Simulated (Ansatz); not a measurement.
Calculated with Ansatz (gas phase, PBE0-D4/def2-TZVP geometries, no zero-point term in ΔE). CCSD(T)/CBS is the MP2 limit (def2-TZVPP, def2-QZVPP) plus CCSD(T) − MP2 in def2-TZVPP, frozen cores. This one scheme is used for every species. DFT in def2-TZVPP. B3LYP here is the variant with VWN-RPA as its local correlation; programs differ in this. HSE06 is defined as in plane-wave codes. For Mg outer-core shells are correlated without core-valence functions, which leaves a few kJ/mol of doubt a bond. Each species was taken in one conformer, which may not be the lowest.

Consider the ligand exchange at a Mg–N bond: `[SiH3][O][Mg][N]([SiH3])[SiH3]` + NH₃ → `[NH2][Mg][O][SiH3]` + `[SiH3]N[SiH3]`.

`[SiH3][O][Mg][N]([SiH3])[SiH3]`:

Cartesian coordinates in Å:
```
Si -2.453 0.135 -3.033
O -1.434 0.077 -1.784
Mg -0.314 0.016 -0.397
N 0.884 -0.048 1.091
Si 1.987 1.250 1.251
Si 0.747 -1.400 2.131
H -1.882 -0.551 -4.229
H -3.748 -0.531 -2.706
H -2.754 1.544 -3.421
H 3.416 0.830 1.179
H 1.813 2.029 2.510
H 1.731 2.182 0.104
H 1.982 -2.231 2.195
H -0.350 -2.262 1.580
H 0.375 -1.041 3.529
```

NH₃:

Z-matrix (Å, degrees):
```
N
H 1 1.013
H 1 1.013 2 107.1
H 1 1.013 2 107.1 3 -114.5
```

`[NH2][Mg][O][SiH3]`:

```xyz
9

N    -0.563   -2.896    0.613
Mg   -0.211   -1.092    0.234
O     0.124    0.633   -0.129
Si    0.424    2.180   -0.461
H     0.083   -3.664    0.516
H    -1.433   -3.277    0.952
H    -0.816    2.898   -0.884
H     0.973    2.899    0.726
H     1.418    2.319   -1.566
```

`[SiH3]N[SiH3]`:

```xyz
10

Si   -1.515    0.302    0.225
N     0.003   -0.504    0.383
Si    1.512   -0.130   -0.365
H    -1.387    1.275   -0.888
H    -1.907    1.032    1.463
H    -2.603   -0.669   -0.075
H     0.024   -1.265    1.048
H     1.251    0.900   -1.400
H     2.108   -1.340   -0.994
H     2.514    0.400    0.603
```

```tsv
level	ΔE (kJ/mol)	difference from CCSD(T)/CBS
LDA (SPW92)	32.2	-13.2
PBE-D4	37.6	-7.8
revPBE-D4	40.1	-5.3
BLYP-D4	34.1	-11.3
r2SCAN-D4	39.6	-5.8
B97M-V	39.9	-5.5
PBE0-D4	39.2	-6.2
B3LYP-D4	35.1	-10.3
r2SCANh-D4	39.7	-5.7
HSE06-D4	39.4	-6.0
BHLYP-D4	37.2	-8.2
CAM-B3LYP-D4	31.0	-14.4
ωB97X-V	34.0	-11.4
ωB97M-V	34.0	-11.4
B2PLYP	33.0	-12.4
PBE-QIDH	39.3	-6.1
PBE	33.1	-12.3
revPBE	33.2	-12.2
BLYP	25.8	-19.6
r2SCAN	38.1	-7.3
PBE0	34.9	-10.5
B3LYP	27.9	-17.5
r2SCANh	38.0	-7.4
r2SCAN0	37.8	-7.6
HSE06	35.2	-10.2
BHLYP	29.5	-15.9
CAM-B3LYP	26.3	-19.1
LC-ωPBE	31.2	-14.2
RPA@PBE/def2-TZVPP	42.7	-2.7
HF/def2-SVP	32.9	-12.5
MP2/def2-SVP	39.8	-5.6
CCSD/def2-SVP	39.4	-6.0
CCSD(T)/def2-SVP	41.6	-3.8
HF/def2-TZVPP	31.5	-13.9
MP2/def2-TZVPP	40.7	-4.7
SCS-MP2/def2-TZVPP	38.9	-6.5
CCSD/def2-TZVPP	38.5	-6.9
CCSD(T)/def2-TZVPP	41.1	-4.3
MP2/def2-QZVPP	43.7	-1.7
CCSD/CBS(def2)	42.8	-2.6
CCSD(T)/CBS	45.4	0
```

Largest T1 diagnostic among the species: 0.011.

In def2-TZVPP, CCSD(T) changes the Hartree–Fock value by +9.6 kJ/mol (the triples alone add +2.6 kJ/mol) and MP2 by +9.2 kJ/mol. At CCSD(T), def2-SVP lies −3.8 kJ/mol from the extrapolated value and def2-TZVPP −4.3 kJ/mol.
